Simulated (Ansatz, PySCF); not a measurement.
System: Tl, net charge 0, doublet state.

Property: ionisation energy to the singlet, in eV. Set-up: valence correlation only (noble-gas shells and the d and f shells of earlier blocks); each state is the SCF solution reached for its charge and spin; LANL2DZ with its own core potentials from Na on; def2 sets with scalar-relativistic core potentials past Kr; no spin-orbit coupling; UHF or UKS for open shells.

```tsv
level	program	ionisation energy to the singlet (eV)
HF/LANL2DZ	Ansatz	4.70
PBE/LANL2DZ	Ansatz	4.80
B3LYP/LANL2DZ	Ansatz	4.90
M06-2X/LANL2DZ	PySCF	4.93
MP2/LANL2DZ	Ansatz	4.65
PBE/def2-TZVPD	Ansatz	5.42
M06-2X/def2-TZVPD	PySCF	5.36
wB97X-V/def2-TZVPD	Ansatz	5.34
```

No value to compare with is used here. The 5 habitual levels span 4.65 (MP2/LANL2DZ) to 4.93 eV (M06-2X/LANL2DZ); PBE/def2-TZVPD gives 5.42.

The levels are drawn from those run, B3LYP/6-31G* more often than the rest, none by its result; runs whose electronic state is in doubt are left out.

Ansatz is a quantum-chemistry and plane-wave program.
